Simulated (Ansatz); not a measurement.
H3AlBO, SMILES `[BH2][Al-][OH]` (singlet; the order of the spin states depends on the level) (charge -1, multiplicity 1). This singlet lies 0.06 eV below the relaxed triplet at the level B3LYP/aug-cc-pVTZ // PBE0-D3(BJ)/def2-TZVPD (Ansatz, a quantum-chemistry and plane-wave program); other levels give the other order.

Method: frozen-core CCSD(T)/aug-cc-pVDZ // PBE0-D3(BJ)/def2-TZVPD run with Ansatz.

Ansatz 0.2 input:
```yaml
crystal:
  periodic: [false, false, false]
  atoms:
    - { symbol: B, position_ang: [-1.212139, 0.128869, -0.216339] }
    - { symbol: Al, position_ang: [0.507853, -0.512447, 0.727785] }
    - { symbol: O, position_ang: [2.198626, -0.190523, 0.332357] }
    - { symbol: H, position_ang: [-1.914015, 0.921844, 0.389974] }
    - { symbol: H, position_ang: [-1.873002, -0.718453, -0.794766] }
    - { symbol: H, position_ang: [2.292675, 0.370707, -0.43901] }
basis:
  gaussian: { orbitals: aug-cc-pVDZ }
correlation:
  method: ccsd_t
total_charge: -1
```

Output:

```
Functional definition: HF
971 factors; integrals over basis functions are off by at most 8.1e-4 eV
mean field evaluation 1: about -9336.5822 eV, gradient 2.1e1 eV
mean field evaluation 2: about -9336.5823 eV, gradient 2.1e1 eV
mean field evaluation 4: about -9338.9043 eV, gradient 2.9e0 eV
mean field evaluation 8: about -9339.0636 eV, gradient 2.8e-1 eV
mean field evaluation 16: about -9339.0225 eV, gradient 1.3e0 eV
mean field evaluation 32: about -9335.6385 eV, gradient 1.2e1 eV
mean field -9339.06644893 eV, -343.2043617515 hartree, gradient 6.8e-6 eV, S^2 0.000000; 0 other end points of the search recorded, 0 dependent functions left out; unrestricted orbitals would lower it
7 core orbitals not correlated
reference -9339.06644893 eV, -343.2043617515 hartree; 8, 8 occupied and 85, 85 virtual orbitals, 971 factors
second order -10.25708757 eV of doubles, -0.00000000 eV of singles
cycle   1  -10.68694996 eV  change   -4.3e-1 eV  update   1.2e-1
cycle   2  -11.06419953 eV  change   -3.8e-1 eV  update   4.6e-2
cycle   3  -11.19896560 eV  change   -1.3e-1 eV  update   3.4e-2
cycle   4  -11.18731160 eV  change    1.2e-2 eV  update   1.5e-2
cycle   5  -11.18605921 eV  change    1.3e-3 eV  update   8.7e-3
cycle   6  -11.18873903 eV  change   -2.7e-3 eV  update   4.6e-3
cycle   7  -11.18748200 eV  change    1.3e-3 eV  update   2.4e-3
cycle   8  -11.18781772 eV  change   -3.4e-4 eV  update   1.3e-3
cycle   9  -11.18837942 eV  change   -5.6e-4 eV  update   6.5e-4
cycle  10  -11.18807457 eV  change    3.0e-4 eV  update   3.0e-4
cycle  11  -11.18800209 eV  change    7.2e-5 eV  update   1.5e-4
cycle  12  -11.18804958 eV  change   -4.7e-5 eV  update   6.7e-5
cycle  13  -11.18805215 eV  change   -2.6e-6 eV  update   3.1e-5
cycle  14  -11.18807100 eV  change   -1.9e-5 eV  update   1.5e-5
cycle  15  -11.18808298 eV  change   -1.2e-5 eV  update   6.9e-6
perturbative correction -0.43995011 eV, -0.0161678682 hartree
Total energy: -9350.69448201 eV, -343.6316840856 hartree
```
